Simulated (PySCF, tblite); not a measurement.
C8H13FO.
Cartesian coordinates in Å at the GFN2-xTB level; atoms count from 1:
```
atom  x, y, z in Å
C1    -2.1960   -1.2726    1.2562
C2    -1.0325   -0.3279    1.5693
C3    -0.2936    0.0409    0.3185
C4     0.8420   -0.5895   -0.0200
C5     1.6297   -0.3591   -1.2333
C6     2.7359   -1.3687   -1.4412
O7     1.4386    0.5501   -2.0170
C8    -0.8974    1.1406   -0.5008
C9    -0.2417    2.4793   -0.1651
F10   -0.5076    2.8340    1.1383
H11   -2.9027   -0.8075    0.5732
H12   -2.7217   -1.5323    2.1716
H13   -1.8256   -2.1861    0.7962
H14   -1.4183    0.5795    2.0373
H15   -0.3572   -0.8182    2.2724
H16    1.2151   -1.3698    0.6300
H17    3.2404   -1.1816   -2.3854
H18    2.3261   -2.3766   -1.4371
H19    3.4538   -1.2910   -0.6264
H20   -1.9676    1.2156   -0.3021
H21   -0.7277    0.9645   -1.5630
H22    0.8443    2.4224   -0.2683
H23   -0.6408    3.2809   -0.7931
```

Computed, not measured: PBE0/pcSseg-1 in PySCF (dipole) on a GFN2-xTB geometry, gas phase.

Masses are those of the commonest isotopes; rigid-rotor values at the optimised geometry. The values belong to one conformer with, in the numbering `[CH3:1][CH2:2]/[C:3](=[CH:4]/[C:5]([CH3:6])=[O:7])[CH2:8][CH2:9][F:10]`, C1–C2–C3–C4 -99°, C3–C4–C5–C6 -171°, C2–C3–C8–C9 96°, C3–C8–C9–F10 -65°.

(1) Give the principal moments of inertia and the rotational constants in GHz.

(2) Classify the top.

(3) What does the inertial defect say?

(4) Give the other two planar moments, Paa and Pbb, and the rms extents of the mass along the axes.

(5) List the rotational levels J(Ka,Kc) to J = 3 (cm⁻¹).

(6) Predict some low-J microwave lines.

(7) Estimate the classical rotational partition function at 25 K, 100 K and 200 K.

Results:

(1) Ia = 333.84, Ib = 548.02, Ic = 775.59 u·Å²; 505379 MHz·u·Å²/I gives 1514, 922.2 and 651.6 MHz, that is A = 1.5138, B = 0.9222, C = 0.6516 GHz.

(2) An asymmetric top. Ray's parameter κ = (2B − A − C)/(A − C) = -0.372; −1 is the prolate and +1 the oblate limit.

(3) Not planar: Δ = Ic − Ia − Ib = -106.28 u·Å². For a rigid frame Δ = −2 Σ m c², so Σ m c² = 53.14 u·Å² lies off the ab plane: 14.79 from hydrogen and 38.35 from heavier atoms. The atom farthest from that plane is 1.65 Å away.

(4) Paa = Σ m a² = (Ib + Ic − Ia)/2 = 494.88 and Pbb = Σ m b² = (Ia + Ic − Ib)/2 = 280.70 u·Å². With the mass M = 144.10 u, the rms extents √(P/M) along a, b and c are 1.85, 1.40, 0.61 Å.

(5) Above 0(0,0):
J = 1: 1(0,1) 0.0525, 1(1,1) 0.0722, 1(1,0) 0.0813
J = 2: 2(0,2) 0.1550, 2(1,2) 0.1682, 2(1,1) 0.1953, 2(2,1) 0.2545, 2(2,0) 0.2569
J = 3: 3(0,3) 0.3037, 3(1,3) 0.3108, 3(1,2) 0.3645, 3(2,2) 0.4120, 3(2,1) 0.4233, 3(3,1) 0.5346, 3(3,0) 0.5350
The levels of one J sum to (2J + 1)J(J + 1)(A + B + C)/3.

(6) The dipole components are |μa| = 0.12 D, |μb| = 2.44 D, |μc| = 0.18 D. The squared components, which scale the intensities, stand as 0.00 : 1.00 : 0.01 (a : b : c). Some lines, for components of 0.1 D or more:

| type | branch | J(Ka,Kc) | MHz | lower level (cm⁻¹) |
| --- | --- | --- | --- | --- |
| c | Q | 2(1,2) ← 2(0,2) | 395 | 0.155 |
| c | Q | 1(1,1) ← 1(0,1) | 592 | 0.052 |
| a | Q | 2(1,1) ← 2(1,2) | 812 | 0.168 |
| b | Q | 1(1,0) ← 1(0,1) | 862 | 0.052 |
| b | Q | 2(1,1) ← 2(0,2) | 1206 | 0.155 |
| a | R | 1(0,1) ← 0(0,0) | 1574 | 0.000 |
| c | Q | 2(2,1) ← 2(1,1) | 1775 | 0.195 |
| b | Q | 2(2,0) ← 2(1,1) | 1849 | 0.195 |
| b | R | 1(1,1) ← 0(0,0) | 2165 | 0.000 |
| c | R | 1(1,0) ← 0(0,0) | 2436 | 0.000 |
| b | R | 2(0,2) ← 1(1,1) | 2482 | 0.072 |
| b | Q | 2(2,1) ← 2(1,2) | 2587 | 0.168 |
| a | R | 2(1,2) ← 1(1,1) | 2877 | 0.072 |
| a | R | 2(0,2) ← 1(0,1) | 3074 | 0.052 |
| a | R | 2(1,1) ← 1(1,0) | 3418 | 0.081 |
| b | R | 2(1,2) ← 1(0,1) | 3469 | 0.052 |
| c | R | 2(1,1) ← 1(0,1) | 4280 | 0.052 |
| b | R | 2(2,1) ← 1(1,0) | 5193 | 0.081 |
| c | R | 2(2,0) ← 1(1,0) | 5267 | 0.081 |
| c | R | 2(2,1) ← 1(1,1) | 5464 | 0.072 |
| b | R | 2(2,0) ← 1(1,1) | 5537 | 0.072 |

(7) Point group C1, symmetry number σ = 1; q = (√π/σ)·√((kT/h)³/(ABC)), k/h = 20836.6 MHz/K: 22100 at 25 K, 177000 at 100 K, 500000 at 200 K.

Its GFN2-xTB frequencies are all real (lowest 42 cm⁻¹). These are rigid-rotor constants of the computed structure; measured ground-state constants (B0) also hold zero-point vibration. A rigid rotor knows nothing of internal rotation, which can split or shift real lines.

The run took 3.2 min (grids of density and orbitals included) on one thread of an Intel Xeon at 2.50 GHz, no GPU, on a shared host, and the process peaked at 1.0 GiB of memory. This is the PBE0/pcSseg-1 job that gave the dipole, with the shieldings it also computed.
